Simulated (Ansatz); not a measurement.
Reaction (silylene formation by 1,1-elimination): `C[SiH2]C1=C[SiH2]1` → `CC1=C[SiH2]1` + `[SiH2]`

Computed with Ansatz on PBE0-D4/def2-TZVP structures; ΔE is electronic, products minus reactants. CCSD(T)/CBS adds triple-zeta CCSD(T) − MP2 to the extrapolated MP2 energy (def2 sets, frozen cores). This one scheme is used for every species. DFT in def2-TZVPP. B3LYP here is the variant with VWN-RPA as its local correlation; programs differ in this. Each species was taken in one conformer, which may not be the lowest.

`C[SiH2]C1=C[SiH2]1`:

Z-matrix (Å, degrees):
```
C
Si 1 1.869
H 1 1.093 2 110.8
H 1 1.093 2 110.8 3 -120.0
H 1 1.092 2 110.8 3 119.9
C 2 1.849 1 112.0 3 179.9
H 2 1.489 1 110.6 3 59.6
H 2 1.489 1 110.6 3 -59.8
Si 6 1.828 2 153.8 1 180.0
C 6 1.337 2 139.0 1 0.1
H 9 1.482 6 121.1 2 75.7
H 9 1.482 6 121.1 2 -75.6
H 10 1.084 6 134.6 2 -0.0
```

`CC1=C[SiH2]1`:

Cartesian coordinates in Å:
```
C -1.482 -0.530 -0.145
C -0.073 -0.095 -0.047
C 1.126 -0.530 -0.430
Si 1.257 1.033 0.460
H -1.580 -1.477 -0.683
H -1.914 -0.647 0.853
H -2.080 0.228 -0.657
H 1.499 -1.394 -0.970
H 1.738 1.098 1.863
H 1.508 2.315 -0.244
```

`[SiH2]`:

Cartesian coordinates in Å:
```
Si -0.121 -0.587 0.384
H -0.811 0.071 -0.807
H 0.932 0.516 0.423
```

Q: Is it downhill or uphill in electronic energy at CCSD(T)/CBS, and by how much? (Best estimate.)

A: The calculation gave: Uphill: ΔE = +67.5 kcal/mol.

Q: What do these levels give: PBE-D4, r2SCAN-D4, PBE0-D4, ωB97X-V, ωB97M-V, PBE0, B3LYP, MP2/def2-TZVPP, CCSD/def2-TZVPP, HF/CBS(def2), MP2/CBS(def2), CCSD/CBS(def2)? (An estimate is asked.)

A: Computed: PBE-D4 66.9, r2SCAN-D4 71.7, PBE0-D4 69.0, ωB97X-V 68.6, ωB97M-V 66.0, PBE0 67.1, B3LYP 62.1, MP2/def2-TZVPP 70.7, CCSD/def2-TZVPP 64.2, HF/CBS(def2) 61.5, MP2/CBS(def2) 72.6, CCSD/CBS(def2) 66.2 kcal/mol.

Largest T1 diagnostic among the species: 0.014.

The D4 term adds +3.4 kcal/mol with B3LYP and +1.9 kcal/mol with PBE0; it sums over pairs of atoms, weighted by their polarisabilities, and B3LYP, whose exchange is more repulsive, gets the larger term. From PBE to PBE0 (25 % exact exchange), in def2-TZVPP and without D4, ΔE moves by +2.3 kcal/mol.
